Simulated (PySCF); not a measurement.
Structure with atom numbers: `[CH3:1][C@@H:2]([SiH3:3])[C@@:4]([CH3:5])([CH:6]=[O:7])[C:8]([NH2:9])=[O:10]`. Hydrogens are named by the atom that carries them. Ha(N9) is cis to the C=O or C=S heteroatom; Hb(N9) is trans to the C=O or C=S heteroatom.

Calculated, not measured (PySCF): shieldings: GIAO PBE0/pcSseg-1, geometry: GFN2-xTB. Averaged over atoms made equivalent by symmetry, fast rotation or ring inversion, non-relativistic, a single conformation, gas phase.

δ = σ(ref) − σ, references computed at the same level: TMS for ¹³C.

Q: Do the ¹³C shifts follow the atomic charges (in e)? Tabulate both.

A: 
```
atoms  hybridisation  δ (ppm)  σ para (ppm)  Hirshfeld    IAO  Mulliken  ESP-fitted
   C6            sp2    217.1          -281      +0.14  +0.27     +0.40       +0.39
   C8            sp2    179.5          -243      +0.19  +0.44     +0.58       +0.64
   C4            sp3     62.1          -132      -0.00  -0.07     -0.70       +0.17
   C5            sp3     27.4           -87      -0.12  -0.41     -0.12       -0.50
   C2            sp3     23.7           -87      -0.11  -0.37     -0.45       +0.12
   C1            sp3     13.7           -73      -0.12  -0.41     -0.20       -0.43
```

Correlation coefficients of δ with charge over these carbons: Hirshfeld +0.96, IAO +0.95, Mulliken +0.80, ESP-fitted +0.80; with the paramagnetic shielding -1.00. Among the 4 sp3 carbons alone: Hirshfeld +0.97, IAO +0.96, Mulliken -0.81, ESP-fitted +0.63. With so few points, grouped by hybridisation, these coefficients are fragile. Charge is one influence among several: hybridisation and low-lying excitations act through the paramagnetic term.

Shifts are as computed. Against solution values, carbons near 30 ppm lie about +3 ppm off and those near 130 ppm about +5 ppm. Of 1309 compounds with measured shifts, 239 miss one by over three times the rms of a fit or turn the order of signals round; such compounds aren't used in these exercises. The C=O carbon of an acid or of an amide with N–H lies up to 10 ppm further downfield in solution, through hydrogen bonding that the calculation lacks.
